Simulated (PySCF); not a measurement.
PySCF 2.14 output of an unrestricted M06 calculation on a single atom or ion in x2c-QZVPPall (13s8p7d4f2g, 118 functions), with the spin-free X2C one-electron Hamiltonian (Gaussian nucleus):

```
SCF conv_tol = 1e-09
number electrons alpha = 25  beta = 23
    Y. Zhao and D. G. Truhlar.,  Theor. Chem. Acc. 120, 215 (2008)
    Y. Zhao and D. G. Truhlar.,  Theor. Chem. Acc. 120, 215 (2008)
cycle= 1 E= -5593.68551002386  delta_E= -0.0147  |g|= 0.0365  |ddm|= 0.376
cycle= 2 E= -5593.68563400673  delta_E= -0.000124  |g|= 0.00996  |ddm|= 0.0688
cycle= 3 E= -5593.68563927857  delta_E= -5.27e-06  |g|= 0.0015  |ddm|= 0.0102
cycle= 4 E= -5593.68564006678  delta_E= -7.88e-07  |g|= 0.000725  |ddm|= 0.00394
cycle= 5 E= -5593.68564021317  delta_E= -1.46e-07  |g|= 0.000207  |ddm|= 0.00109
cycle= 6 E= -5593.68564024198  delta_E= -2.88e-08  |g|= 2.77e-05  |ddm|= 0.000726
cycle= 7 E= -5593.68564024339  delta_E= -1.41e-09  |g|= 6.04e-06  |ddm|= 0.000169
cycle= 8 E= -5593.68564024337  delta_E= 2.55e-11  |g|= 1.68e-06  |ddm|= 2.9e-05
converged SCF energy = -5593.68564024337  <S^2> = 2.0015302  2S+1 = 3.0010199
```

The run itself started from symmetry-adapted Hartree-Fock orbitals and held the occupation by maximum overlap, on a logarithmic radial grid, so the iterations belong to that start.

Task: Which element, charge and spin multiplicity is this?

Result: Cd (cadmium, neutral), multiplicity 3; the state was [Kr] 4d9 5s2 5p1, one real determinant (an excited configuration).

⟨L²⟩ = 8.00 against 12 for a pure F term, so this real determinant mixes terms.
